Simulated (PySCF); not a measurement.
**Chromium: a sound run and one with changed settings**

Sound run: Cr⁺ [Ar] 3d5, Cr²⁺ [Ar] 3d4. Calculation: PySCF 2.14, in cc-pVDZ-DK (6s5p3d1f, 43 functions); the spin-free X2C one-electron Hamiltonian (Gaussian nucleus). The sound run starts from symmetry-adapted Hartree-Fock orbitals and uses a fine grid where one is needed.

Changed run: radial step 0.8 in ln r (0.13 in the sound run). This setting is unsound on purpose.

```
species  method  sound run (hartree)  changed run (hartree)  converged
    Cr⁺     UHF          -1049.43261            -1049.43261        yes
    Cr⁺    TPSS          -1050.54318            -1050.64901        yes
    Cr⁺    BP86          -1050.66202            -1050.57770        yes
   Cr²⁺     UHF          -1048.87898            -1048.87898        yes
   Cr²⁺    TPSS          -1049.92593            -1050.01040        yes
   Cr²⁺    BP86          -1050.03298            -1049.94103        yes
```

Ionisation energy of Cr⁺:

| method | sound run (eV) | changed run (eV) |
| --- | --- | --- |
| UHF | 15.065 | 15.065 |
| TPSS | 16.796 | 17.378 |
| BP86 | 17.117 | 17.325 |

A coarse radial grid mis-integrates the density and the exchange-correlation energy, with errors of either sign; Hartree-Fock needs no grid.

For comparison, NIST gives 16.486 eV between the lowest levels.
